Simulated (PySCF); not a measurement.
## Excitation energy of Sb⁺ by level of theory

Sb⁺ [Kr] 4d10 5s2 5p2 (3P) → Sb⁺ [Kr] 4d10 5s1 5p2 6s1 (5P), as a difference of total energies. Computed with PySCF 2.14 in x2c-QZVPPall with one added diffuse shell each of s, p, d, f type (14s10p8d5f1g, 128 functions), with the spin-free X2C one-electron Hamiltonian (Gaussian nucleus). Correlated levels: valence: [Kr] 4d10 frozen; valence and next inner shell: [Ar] 3d10 frozen. The calculations carry no spin-orbit coupling.

```tsv
method	excitation energy (eV)
UHF	13.659
LDA	15.944
PBE	15.557
PBE0	15.346
LC-wPBE	15.447
BHandHLYP	15.575
MP2 (valence)	14.583
SCS-MP2 (valence)	14.936
MP2 (valence and next inner shell)	15.598
SCS-MP2 (valence and next inner shell)	15.748
```

How much does correlation contribute at MP2 (valence and next inner shell)?

15.598 − (13.659) = 1.939 eV, measured against UHF.

A first-order spin-orbit estimate (lowest level to lowest level, LS coupling) adds 0.041 eV.

The promoted electron is Rydberg-like, and one or two diffuse shells describe it only roughly, which tends to raise the upper state.
